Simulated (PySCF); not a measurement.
CdSe, SMILES [Se]=[Cd]. Coordinates come from a PBE0-D3(BJ)/def2-TZVP optimisation. The def2 effective core potentials stand for the cores of Cd; spin–orbit coupling is left out.

Method: PBE0-D3(BJ)/def2-TZVP run with PySCF 2.14.0.

Harmonic wavenumbers (cm⁻¹): 263. Rotational constants (GHz): 1.955 (linear); symmetry number 1.

### Question
Work out the zero-point energy and the ideal-gas rigid-rotor harmonic-oscillator thermochemistry at 298.15 K and 1 atm.

### Answer
ZPE = ½ Σ hcν = ½ × 263 cm⁻¹ = 1.57 kJ/mol. H − E(el) = 11.48 kJ/mol. Entropy in J/(mol K): translation 174.28, rotation 75.36, vibration 6.87, total 256.51. G − E(el) = -65.00 kJ/mol. Cp = 36.38 J/(mol K).
